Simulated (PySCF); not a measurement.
C5H7FN2.
Atom-mapped SMILES: `[CH3:1][c:2]1[cH:3][n:4][n:5]([CH3:6])[c:7]1[F:8]`

Geometry (GFN2-xTB, Å), atoms numbered from 1 in this order:
```xyz
15
C5H7FN2 angstrom
C     -2.4720    0.2814    0.0910
C     -1.0438   -0.1363    0.0484
C     -0.4957   -1.4321    0.0691
N      0.8209   -1.4104    0.0060
N      1.1749   -0.1283   -0.0599
C      2.5508    0.2768   -0.1100
C      0.0781    0.6562   -0.0328
F      0.2039    1.9864   -0.0885
H     -2.9569    0.0781   -0.8638
H     -2.5463    1.3466    0.2971
H     -3.0029   -0.2700    0.8647
H     -1.0169   -2.3661    0.1295
H      3.1099   -0.4729   -0.6664
H      2.9655    0.3541    0.8978
H      2.6260    1.2444   -0.6040
```

Definitions: NICS(0) = −σiso at the ring centroid; NICS(1) = −σiso and NICS(1)zz = −σzz at ±1 Å along the ring normal z. Level: GIAO PBE0/pcSseg-1 (PySCF, non-relativistic, gas phase) on the GFN2-xTB geometry, one conformer.

Ring bond lengths (Å), with Mayer bond orders in brackets: C2–C3 1.407 (1.31), C3–N4 1.318 (1.55), N4–N5 1.332 (1.17), N5–C7 1.349 (1.09), C7–C2 1.376 (1.44).

Problem. Give the NICS values of each ring in ppm.

Solution. 
```json
{"ring": "C2–C3–N4–N5–C7", "type": "5-membered ring with 2 N; formal bonds all aromatic", "NICS(0)": "-14.2", "NICS(1), two faces": "-10.9 / -11.0", "NICS(1)zz, two faces": "-26.5 / -26.4", "rms pucker (Å)": "0.00", "centre to ring atoms, mean (Å)": "1.15"}
```

Problem. What do they say, and how far can they be read as aromaticity?

Solution. 
- C2–C3–N4–N5–C7: mean NICS(1)zz -26.5 ppm, shielded, aromatic by this magnetic criterion (flat ring, no four-coordinate atom).

Problem. And the bond-length index? Use HOMA with the parameters of Krygowski (1993).

Solution. 
- C2–C3–N4–N5–C7: HOMA 0.95; the largest term is that of C2–C3, α(R − Ropt)² = 0.09. The geometric and the magnetic index point the same way.

Problem. At the second NICS(1) probe listed for ring C2–C3–N4–N5–C7, 1 Å off the ring, what do the in-plane components average?

Solution. The isotropic value is a third of the trace: (3 × -11.0 − (-26.4))/2 = -3.3 ppm.

Problem. List the ring angles and the Hirshfeld charges of the ring atoms.

Solution. 
- C2–C3–N4–N5–C7: C2 102.3° (-0.058 e), C3 111.9° (-0.036 e), N4 106.5° (-0.159 e), N5 110.0° (+0.026 e), C7 109.2° (+0.106 e); sum 540.0° against 540° for a flat convex ring.

Problem. What are the shieldings of the ring atoms and their hydrogens in the same run (means over atoms taken as equivalent)?

Solution. 
```csv
atoms,environment,σ isotropic (ppm)
C2,substituted aromatic carbon,86.4
C3,aromatic CH next to a ring nitrogen,45.6
N4,pyridine-type nitrogen,-55.8
N5,pyrrole-type nitrogen,63.7
C7,aromatic C–F carbon,26.2
H12,aromatic hydrogen,24.35
```
